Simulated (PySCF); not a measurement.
The dipole of `[SiH3]O[SiH2][Si@H]1S[SiH2]C1` from its density and from atomic charges.

Coordinates (GFN2-xTB, Å) and charges (e) from the PBE0/pcSseg-1 density (PySCF):

```
atom       x       y       z  Mulliken      IAO  Hirshfeld  ESP-fitted
 Si1   3.610  -0.017   0.769   +0.7425  +0.8909    +0.3976     +0.5979
  O2   2.155   0.154   0.073   -0.7392  -0.9003    -0.3080     -0.3761
 Si3   1.105   0.282  -1.158   +0.7095  +0.7522    +0.3272     +0.3241
 Si4  -0.844   0.780  -0.054   +0.3649  +0.5490    +0.2662     +0.4821
  C5  -1.942  -0.667   0.581   -0.8308  -0.8177    -0.2503     -0.8102
 Si6  -3.435  -0.318  -0.556   +0.6355  +0.7323    +0.3292     +0.6791
  S7  -2.428   1.337  -1.482   -0.5207  -0.4934    -0.2291     -0.4728
  H8   4.513  -0.666  -0.179   -0.1229  -0.1511    -0.0793     -0.1147
  H9   4.057   1.332   1.105   -0.1209  -0.1453    -0.0792     -0.1335
 H10   3.349  -0.844   1.943   -0.1233  -0.1423    -0.0793     -0.1317
 H11   1.623   1.298  -2.078   -0.0947  -0.1305    -0.0769     -0.0646
 H12   1.130  -1.010  -1.860   -0.1023  -0.1299    -0.0775     -0.0796
 H13  -0.874   1.851   0.956   -0.0151  -0.0964    -0.0711     -0.0864
 H14  -2.184  -0.607   1.639   +0.1743  +0.1668    +0.0413     +0.2250
 H15  -1.506  -1.650   0.417   +0.1723  +0.1621    +0.0380     +0.2078
 H16  -3.704  -1.364  -1.531   -0.0648  -0.1234    -0.0753     -0.1270
 H17  -4.633   0.120   0.145   -0.0642  -0.1229    -0.0735     -0.1193
```

Compute μ = Σ q r for each scheme (1 e·Å = 4.803 D) and compare with the dipole of the full density.

The full density gives (1.38, -1.82, 1.61) D, 2.79 D in size; dipole vectors point from the negative to the positive end.

| scheme | μx | μy | μz | size (D) | share of the full size (%) | angle to the full dipole (°) |
| --- | --- | --- | --- | --- | --- | --- |
| Mulliken | 2.12 | -1.53 | 0.38 | 2.64 | 95 | 31 |
| IAO | 1.49 | -1.27 | 0.43 | 2.01 | 72 | 25 |
| Hirshfeld | 0.95 | -0.63 | 0.47 | 1.23 | 44 | 21 |
| ESP-fitted | 1.38 | -1.84 | 1.60 | 2.80 | 100 | 0 |

Which set comes closest?

Length of the difference vector: ESP-fitted 0.02 D, IAO 1.30 D, Mulliken 1.46 D, Hirshfeld 1.70 D. Closest: ESP-fitted. The schemes that divide the density aren't constrained to reproduce the dipole.

What is left for the Hirshfeld atoms' own dipoles?

The shares of the density sum to the whole, so what Σ q r misses lies in dipoles about the nuclei. The atomic dipoles sum to (1.38, -1.82, 1.61) − (0.95, -0.63, 0.47) = (0.43, -1.19, 1.14) D, 1.70 D in size.

With the origin at the mean of the coordinates, (0.000, 0.001, -0.075) Å, which are the largest single terms, by size, of the ESP-fitted dipole along the direction of the full one?

Si1 +6.55, S7 +6.54, Si6 -5.76, H10 -2.13, Si4 -2.11 D; all 17 atoms together +2.80 D. The single terms depend on the origin, their sum doesn't.

Give the size of the full dipole in other units.

2.79 D = 1.098 au = 0.581 e·Å = 9.31 × 10⁻³⁰ C·m.

One conformer (not necessarily the lowest) at the GFN2-xTB geometry, without solvent, vibrations or thermal averaging.

The run behind these numbers computed NMR shieldings as well. Hardware: an Arm Neoverse N1 with one thread, shared host with 64 logical CPUs at a one-minute load of 57. Cost: 63 s wall, 0.92 GiB resident at most.

Conformer computed: `[SiH3:1][O:2][SiH2:3][Si@@H:4]1[CH2:5][SiH2:6][S:7]1`: Si1–O2–Si3–Si4 -173°, O2–Si3–Si4–C5 -88°.
